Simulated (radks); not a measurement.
Task: These are the eigenvalues of the occupied orbitals of an atom or ion with whole-number occupations (hartree). All-electron calculation, scalar-relativistic Kohn-Sham, LDA (Slater exchange, VWN5 correlation), spin-polarised, spherical densities, finite nucleus; Fermi nuclear charge, rms radius of each element as measured or else 0.836 A^(1/3) + 0.57 fm. Program: a radial shooting solver on a logarithmic mesh with Libxc functionals.

orbital  eigenvalue
1s up     -492.1802
1s down   -492.1296
2s up     -91.02848
2s down   -90.97726
2p up     -84.28127
2p down   -84.22137
3s up     -33.94372
3s down   -33.74896
3p up     -31.81070

Which element is it, and in what charge state? The configuration may be excited. Open shells, if any, are filled with parallel spins first.

Result: Z = 34, selenium, charge +21: Se21+ in [Ne] 3s2 3p1. The list shows which subshells hold electrons but not how many an open one holds; the 1s level, -492.18 hartree, gives Z - s = 31.4 by -(Z - s)^2/2, which with screening and relativity narrows Z to a few neighbours, and the depths of the outer levels then fix element, charge and occupations together.
